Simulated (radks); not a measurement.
Species: Cs3+. Configuration: [Kr] 4d10 5s2 5p4.

All-electron calculation, Dirac Kohn-Sham, PBE, spin-unpolarised, spherical densities, finite nucleus; open shells fill j = l - 1/2 first; Fermi nuclear charge, rms radius 4.8041 fm. Program: a radial shooting solver on a logarithmic mesh with Libxc functionals.

Energy parts (Ry):
| part | energy |
|---|---|
| total | -15575.5194 |
| kinetic | 16585.9635 |
| electron-nucleus | -37762.6058 |
| Hartree | 5984.6441 |
| exchange-correlation | -383.5211 |

Orbitals (lengths in bohr, moments of r in powers of bohr; <r^-3> diverges for s and p1/2):
| orbital | occ. | eigenvalue (Ry) | <r^-3> | small-component weight |
|---|---|---|---|---|
| 1s1/2 | 2 | -2631.153 | - | 4.12e-02 |
| 2s1/2 | 2 | -414.4296 | - | 8.86e-03 |
| 2p1/2 | 2 | -390.0253 | - | 8.90e-03 |
| 2p3/2 | 4 | -364.1334 | 5924 | 8.41e-03 |
| 3s1/2 | 2 | -87.89288 | - | 2.66e-03 |
| 3p1/2 | 2 | -77.69623 | - | 2.60e-03 |
| 3p3/2 | 4 | -72.73391 | 1163 | 2.47e-03 |
| 3d3/2 | 4 | -54.81546 | 187.9 | 2.35e-03 |
| 3d5/2 | 6 | -53.76194 | 172.7 | 2.31e-03 |
| 4s1/2 | 2 | -18.34109 | - | 7.89e-04 |
| 4p1/2 | 2 | -14.68005 | - | 7.26e-04 |
| 4p3/2 | 4 | -13.66649 | 238.1 | 6.84e-04 |
| 4d3/2 | 4 | -7.70947 | 30.74 | 5.43e-04 |
| 4d5/2 | 6 | -7.54068 | 27.99 | 5.32e-04 |
| 4f5/2 | 0 | -1.35418 | 2.009 | 1.92e-04 |
| 4f7/2 | 0 | -1.34428 | 1.954 | 1.89e-04 |
| 5s1/2 | 2 | -3.95668 | - | 1.68e-04 |
| 5p1/2 | 2 | -2.99800 | - | 1.35e-04 |
| 5p3/2 | 2 | -2.85240 | 34.21 | 1.27e-04 |
| 5d3/2 | 0 | -1.56964 | 2.954 | 7.22e-05 |
| 5d5/2 | 0 | -1.55353 | 2.707 | 7.11e-05 |
| 6s1/2 | 0 | -1.39220 | - | 4.61e-05 |

The highest occupied level is 5p3/2 at -38.809 eV. Summed over all electrons, <r^2> = 37.32 bohr^2, which gives a Langevin (diamagnetic) susceptibility term of -29.6 x 10^-6 cm^3/mol. The electron density at the nucleus is 2.963e+05 e/bohr^3. For comparison, the ionisation energy in NIST's Atomic Spectra Database is 43 eV (theoretical). In exact Kohn-Sham theory the highest level is minus the ionisation energy, but local and semilocal functionals leave it too shallow, through self-interaction and a potential that decays too fast; potentials with the right tail come closer. The density falls to 0.001 e/bohr^3 at r = 3.60 bohr.

Beside tabulated values, note that spin-unpolarised runs miss the spin-polarisation part of the exchange energy of open shells.
